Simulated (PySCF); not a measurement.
## Bonding in `C1=CC1=CC1CCC1`

Species: C8H10.
SMILES with atom numbers: `[CH:1]1=[CH:2][C:3]1=[CH:4][CH:5]1[CH2:6][CH2:7][CH2:8]1` (hydrogens: H9 on C1; H10 on C2; H11 on C4; H12 on C5; H13, H14 on C6; H15, H16 on C7; H17, H18 on C8)

Structure used (GFN2-xTB), in Å, numbered top down from 1:
```xyz
18
C8H10 angstrom
C      2.6027    0.7513    1.6815
C      3.0418   -0.4945    1.7460
C      1.7918   -0.2710    1.0424
C      0.7412   -0.6638    0.3618
C     -0.3222    0.2649   -0.1240
C     -0.6815    0.1848   -1.6247
C     -2.1698    0.1193   -1.2553
C     -1.7830   -0.1112    0.2119
H      2.7432    1.7768    1.9253
H      3.7819   -1.1827    2.0763
H      0.6112   -1.7109    0.1229
H     -0.0874    1.2861    0.1808
H     -0.3179   -0.7318   -2.0859
H     -0.3722    1.0318   -2.2335
H     -2.7436   -0.6755   -1.7280
H     -2.6854    1.0648   -1.4127
H     -2.2792    0.5193    0.9470
H     -1.8804   -1.1515    0.5166
```

Bond orders from the PBE0/pcSseg-1 density (PySCF). Isolated species at its GFN2-xTB geometry (one conformer only).

Q: How far do the computed orders between heavy atoms stray from the drawn ones?

A: The largest departure is 0.342, at C1–C2 (drawn double, 1.658). Drawn single, order below 0.88: C2–C3 (0.879) and C3–C1 (0.874). Drawn double or triple, more than 0.30 short of the drawn order: C1–C2 (1.658).

Q: Give the Mayer order of every bond, beside its length.

A: 
```tsv
bond	drawn as	length (Å)	Mayer order
C1–C2	double	1.323	1.658
C2–C3	single	1.452	0.879
C3–C4	double	1.312	1.845
C4–C5	single	1.493	0.981
C5–C6	single	1.545	0.994
C6–C7	single	1.535	1.047
C7–C8	single	1.535	1.048
C3–C1	single	1.453	0.874
C8–C5	single	1.545	0.995
C1–H9	single	1.063	1.025
C2–H10	single	1.063	1.028
C4–H11	single	1.082	0.919
C5–H12	single	1.091	0.952
C6–H13	single	1.089	0.947
C6–H14	single	1.088	0.961
C7–H15	single	1.088	0.959
C7–H16	single	1.088	0.948
C8–H17	single	1.088	0.961
C8–H18	single	1.088	0.947
```

Bonds between the same two heavy elements. C–C: lowest C3–C1 (0.874, 1.453 Å), highest C3–C4 (1.845, 1.312 Å); in 12 of the 36 pairs the longer bond (by over 0.003 Å) has the higher order (by 0.02 or more).

Q: Sum the orders of all bonds at each heavy atom with more than one neighbour and set the sums beside the valence in the SMILES.

A: C1 3.557 (drawn 4), C2 3.565 (drawn 4), C3 3.598 (drawn 4), C4 3.745 (drawn 4), C5 3.922 (drawn 4), C6 3.949 (drawn 4), C7 4.002 (drawn 4), C8 3.951 (drawn 4). Orders between atoms that aren't bonded are not in these sums.

For a closed shell the Mayer order of atoms A and B is Σ (PS)μν (PS)νμ over the basis functions μ on A and ν on B, with P the density and S the overlap matrix.
